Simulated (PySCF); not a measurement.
SbCl₄, SMILES [Cl][Sb+]([Cl])([Cl])[Cl], charge +1. Atoms are numbered in the order given.

```xyz
5

Sb     0.0000     0.0000     0.0000
Cl     1.3168     1.3168    -1.3168
Cl    -1.3168     1.3168     1.3168
Cl    -1.3168    -1.3168    -1.3168
Cl     1.3168    -1.3168     1.3168
```
Charge +1, spin multiplicity 1.

Coordinates come from a r2SCAN-D4/def2-SVP optimisation. The spin state was assumed, not searched. The isomer is the one that the SMILES or the coordinates give; other isomers of the formula were not compared. The def2 effective core potentials stand for the cores of Sb; spin–orbit coupling is left out.

Computed with ωB97X/def2-TZVP (PySCF).

ESP charges are fitted to the potential on shells at 1.4 to 2.0 van der Waals radii. Atomic charges (e):

```csv
atom,Löwdin,ESP fit
Sb1,…,0.02
Cl2,…,0.24
Cl3,…,0.24
Cl4,…,0.24
Cl5,…,0.24
```

Problem. Complete the blanks. (Estimate from the structure and the level; the computed values follow.)

Solution. 
- Sb1, Löwdin: 0.09
- Cl2, Löwdin: 0.23
- Cl3, Löwdin: 0.23
- Cl4, Löwdin: 0.23
- Cl5, Löwdin: 0.23
